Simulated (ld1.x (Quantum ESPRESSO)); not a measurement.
# Varying the TM potential for indium (In)

Base potential:

| Quantity | Value |
| --- | --- |
| Element | In |
| Generator | ld1.x (Quantum ESPRESSO) 7.5 |
| Type | norm-conserving Troullier–Martins (Kleinman–Bylander form) |
| Functional | PBE |
| Relativity | fully relativistic |
| Frozen core | [Kr] 4d10 |
| Valence charge | 3 |
| Reference configuration | 5s2 5p0.5 (charge +0.5) |
| Partial waves | 5p (bound): rc 2.55 bohr; 5d channel at -0.1 Ry: rc 2.75 bohr; 5s (bound): rc 2.30 bohr |
| Local potential | the s channel |
| Core correction | Bessel-smoothed model core inside 1.75 bohr |

Open shells are filled in proportion to 2j + 1 (rel_dist='average').

Cutoffs, loose and tight: the cutoffs (Ry, on a coarse ladder) from which the occupation-weighted sum of valence levels, in a spherical-Bessel basis at the reference potential, stays within 10 and 1 mRy of its value at 400 Ry. They do not see the model core or the augmentation charge, which bear on the density cutoff. Test errors are all-electron minus pseudo excitation energies from the reference, over the configurations 5s2 5p1; 5s2 5p0; 5s1 5p0; 5s1 5p2; 5s2 5p1.3; 5s0 5p3; 5s1 5p1. A dash means not determined; rows that change the core or the reference have their own tests.

A true bound ghost makes a file unfit for plane-wave use even where its test errors are small: the radial tests pick states by their node count and pass the ghost by.

```tsv
change	outcome	cutoff, loose	cutoff, tight	bound ghosts	largest test error (meV)
base	generated	18 Ry	25 Ry	d3/2, d5/2	-169
all radii but the core radius scaled by about 0.74 (s 1.70, p 1.88, d 2.04 bohr)	generated	30 Ry	70 Ry	d3/2, d5/2	-170
all radii but the core radius scaled by about 0.83 (s 1.92, p 2.12, d 2.30 bohr)	generated	18 Ry	30 Ry	d3/2, d5/2	-170
all radii but the core radius scaled by about 0.94 (s 2.16, p 2.40, d 2.58 bohr)	generated	18 Ry	30 Ry	d3/2, d5/2	-169
all radii but the core radius scaled by about 1.11 (s 2.54, p 2.82, d 3.04 bohr)	generated	10 Ry	21 Ry	none	-172
all radii but the core radius scaled by about 1.20 (s 2.76, p 3.06, d 3.30 bohr)	generated	8 Ry	18 Ry	none	-177
all radii but the core radius scaled by about 1.32 (s 3.02, p 3.36, d 3.62 bohr)	generated	8 Ry	18 Ry	none	-190
all radii but the core radius scaled by about 1.38 (s 3.18, p 3.54, d 3.80 bohr)	generated	6 Ry	15 Ry	none	-200
```

Reading the sweep of the scale of all radii but the core radius (base = 1) (base included, trends over the rows without a ghost): The loose cutoff falls from 10 Ry at 1.11 to 6 Ry at 1.38. A larger radius leaves more room for a smooth pseudo-wave, so fewer plane waves are needed; a smaller one forces it to follow the all-electron wave where it bends sharply. The median size of the test errors (rows with all tests solved) rises from 18.2 meV at 1.11 to 34.8 meV at 1.38. More of the atom is replaced by a form fitted at one configuration, so other configurations suffer as the radius grows. Bound ghosts are found at 0.74, 0.83, 0.94, 1.
